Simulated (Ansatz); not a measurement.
A short molecular-dynamics run on Fe₂Pt (the lowest septet isomer of a short search).

```yaml
crystal:
  periodic: [false, false, false]
  atoms:
    - {symbol: Fe, position_ang: [0.288876, 0.046061, -1.245039]}
    - {symbol: Fe, position_ang: [1.019840, 0.238839, 0.789942]}
    - {symbol: Pt, position_ang: [-1.308716, -0.284901, 0.455097]}
basis:
  gaussian: {orbitals: def2-SVP}
magnetization: {spin_polarized: false, initial_magnetization: 6}
hamiltonian: {xc: {name: PBE}, dispersion: d4}
md: {timestep: 1 fs, n_steps: 15, ensemble: nvt_langevin, temperature: 300, initial_velocities: maxwell_boltzmann, friction: 0.01, seed: 848}
scf: {omitted_lower_state_checks: [starts]}
```

```sh
$ ansatz run in.yaml --threads 4 --pin off --events-out ev --progress --plain --max-ram 3916MiB
```

| step | time (fs) | potential energy (eV) | kinetic (eV) | T (K) |
| --- | --- | --- | --- | --- |
| 0 | 0.0 | -72000.6469 | 0.0776 | 200 |
| 1 | 1.0 | -72000.6470 | 0.0729 | 188 |
| 2 | 2.0 | -72000.6480 | 0.0601 | 155 |
| 3 | 3.0 | -72000.6499 | 0.0758 | 195 |
| 4 | 4.0 | -72000.6524 | 0.0722 | 186 |
| 5 | 5.0 | -72000.6554 | 0.0729 | 188 |
| 6 | 6.0 | -72000.6590 | 0.0681 | 176 |
| 7 | 7.0 | -72000.6640 | 0.0782 | 202 |
| 8 | 8.0 | -72000.6705 | 0.0861 | 222 |
| 9 | 9.0 | -72000.6778 | 0.0978 | 252 |
| 10 | 10.0 | -72000.6856 | 0.0915 | 236 |
| 11 | 11.0 | -72000.6939 | 0.1025 | 264 |
| 12 | 12.0 | -72000.7028 | 0.1151 | 297 |
| 13 | 13.0 | -72000.7123 | 0.1201 | 310 |
| 14 | 14.0 | -72000.7217 | 0.1265 | 326 |
| 15 | 15.0 | -72000.7311 | 0.1278 | 330 |

Velocities are drawn at the set temperature; a run this short doesn't reach equilibrium. Under Langevin dynamics the printed temperature counts 3N degrees of freedom, so it starts below the set value.

In the def2 sets Pt takes a core potential; there is no spin–orbit coupling.

With spin_polarized false and unpaired electrons the run is restricted open-shell.

Frames (Å, forces in eV/Å):

```xyz
3
time=0.0 fs
Fe    0.289    0.046   -1.245    0.847    0.208    1.309
Fe    1.020    0.239    0.790   -0.689   -0.177   -1.615
Pt   -1.309   -0.285    0.455   -0.158   -0.031    0.306
3
time=1.0 fs
Fe    0.288    0.044   -1.246    0.857    0.208    1.301
Fe    1.019    0.236    0.789   -0.671   -0.172   -1.615
Pt   -1.308   -0.283    0.456   -0.185   -0.036    0.313
3
time=2.0 fs
Fe    0.287    0.043   -1.246    0.867    0.209    1.289
Fe    1.018    0.233    0.788   -0.652   -0.166   -1.611
Pt   -1.307   -0.282    0.456   -0.215   -0.042    0.322
3
time=3.0 fs
Fe    0.286    0.042   -1.246    0.877    0.209    1.276
Fe    1.017    0.230    0.787   -0.633   -0.161   -1.607
Pt   -1.307   -0.280    0.457   -0.244   -0.048    0.331
3
time=4.0 fs
Fe    0.285    0.040   -1.246    0.887    0.209    1.259
Fe    1.016    0.227    0.785   -0.611   -0.155   -1.600
Pt   -1.306   -0.279    0.457   -0.276   -0.055    0.341
3
time=5.0 fs
Fe    0.284    0.039   -1.246    0.901    0.210    1.236
Fe    1.015    0.224    0.784   -0.587   -0.148   -1.590
Pt   -1.306   -0.277    0.457   -0.314   -0.062    0.354
3
time=6.0 fs
Fe    0.283    0.039   -1.246    0.912    0.210    1.213
Fe    1.014    0.221    0.782   -0.563   -0.141   -1.580
Pt   -1.306   -0.276    0.457   -0.349   -0.069    0.367
3
time=7.0 fs
Fe    0.283    0.038   -1.245    0.921    0.209    1.187
Fe    1.012    0.218    0.780   -0.540   -0.134   -1.565
Pt   -1.306   -0.274    0.458   -0.380   -0.075    0.378
3
time=8.0 fs
Fe    0.283    0.037   -1.244    0.928    0.208    1.155
Fe    1.011    0.215    0.777   -0.516   -0.127   -1.546
Pt   -1.305   -0.273    0.458   -0.412   -0.081    0.390
3
time=9.0 fs
Fe    0.284    0.037   -1.243    0.932    0.207    1.122
Fe    1.009    0.212    0.774   -0.491   -0.121   -1.523
Pt   -1.305   -0.271    0.458   -0.441   -0.086    0.401
3
time=10.0 fs
Fe    0.285    0.036   -1.241    0.935    0.205    1.083
Fe    1.008    0.209    0.771   -0.464   -0.114   -1.495
Pt   -1.305   -0.269    0.458   -0.471   -0.092    0.412
3
time=11.0 fs
Fe    0.286    0.036   -1.240    0.938    0.203    1.037
Fe    1.006    0.206    0.768   -0.435   -0.106   -1.462
Pt   -1.305   -0.268    0.458   -0.503   -0.097    0.425
3
time=12.0 fs
Fe    0.288    0.036   -1.238    0.940    0.201    0.982
Fe    1.004    0.203    0.764   -0.403   -0.097   -1.422
Pt   -1.305   -0.267    0.458   -0.537   -0.104    0.439
3
time=13.0 fs
Fe    0.289    0.036   -1.236    0.941    0.198    0.918
Fe    1.003    0.199    0.760   -0.366   -0.087   -1.373
Pt   -1.304   -0.266    0.458   -0.575   -0.110    0.455
3
time=14.0 fs
Fe    0.290    0.036   -1.233    0.942    0.195    0.842
Fe    1.001    0.196    0.756   -0.326   -0.077   -1.316
Pt   -1.304   -0.265    0.458   -0.617   -0.118    0.474
3
time=15.0 fs
Fe    0.292    0.035   -1.231    0.939    0.192    0.763
Fe    1.000    0.193    0.752   -0.285   -0.068   -1.254
Pt   -1.303   -0.264    0.458   -0.655   -0.125    0.490
```

It took 98 s on 4 threads of Arm Neoverse V2 on a shared host.
